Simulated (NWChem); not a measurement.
Molecule: C2H3ClFGa; SMILES C=[CH][Ga]([F])[Cl]

```xyz
8

Ga    -0.4141    -0.0414     0.0000
F     -2.0366     0.6254     0.0000
Cl     1.1479     1.4600     0.0000
C     -0.0541    -1.9460     0.0000
C      1.1984    -2.4183     0.0000
H     -0.8999    -2.6318     0.0000
H      1.4091    -3.4876     0.0000
H      2.0677    -1.7640     0.0000
```
Atoms are numbered in this order, from 1.

All runs: NWChem. Pople sets run with spherical d functions. STO-3G and 3-21G are far too small for this property and stand as cheap habits. Geometry: optimised at B3LYP/6-31G* (spherical d). GIAO values for the isolated, static molecule; σ is the absolute isotropic shielding, δ = σ(reference) − σ with the isolated reference molecule computed at the same levels (13C: tetramethylsilane, 19F: trichlorofluoromethane, 1H: tetramethylsilane).

```json
[
 {"level": "BHandHLYP/pcSseg-1", "σ Ga1 (ppm)": "1512.7", "δ F2 (ppm)": "-138.9", "σ Cl3 (ppm)": "957.8", "δ C4 (ppm)": "138.0", "δ H6 (ppm)": "6.22", "δ H7 (ppm)": "6.99", "δ H8 (ppm)": "6.70", "relative time": "10"},
 {"level": "PBE0/pcSseg-1", "σ Ga1 (ppm)": "1455.9", "δ F2 (ppm)": "-138.6", "σ Cl3 (ppm)": "930.7", "δ C4 (ppm)": "138.4", "δ H6 (ppm)": "6.36", "δ H7 (ppm)": "7.09", "δ H8 (ppm)": "6.79", "relative time": "10"},
 {"level": "B3LYP/6-31G*", "σ Ga1 (ppm)": "1648.8", "δ F2 (ppm)": "-90.0", "σ Cl3 (ppm)": "929.9", "δ C4 (ppm)": "124.7", "δ H6 (ppm)": "6.04", "δ H7 (ppm)": "6.45", "δ H8 (ppm)": "6.56", "relative time": "6"},
 {"level": "Hartree-Fock/6-31G*", "σ Ga1 (ppm)": "1794.8", "δ F2 (ppm)": "-108.7", "σ Cl3 (ppm)": "1044.3", "δ C4 (ppm)": "122.4", "δ H6 (ppm)": "6.04", "δ H7 (ppm)": "6.74", "δ H8 (ppm)": "6.81", "relative time": "6"},
 {"level": "Hartree-Fock/STO-3G", "σ Ga1 (ppm)": "1530.4", "δ F2 (ppm)": "-73.1", "σ Cl3 (ppm)": "1224.0", "δ C4 (ppm)": "117.6", "δ H6 (ppm)": "6.55", "δ H7 (ppm)": "6.68", "δ H8 (ppm)": "6.74", "relative time": "1"}
]
```

Times are rough ratios from one shared machine.
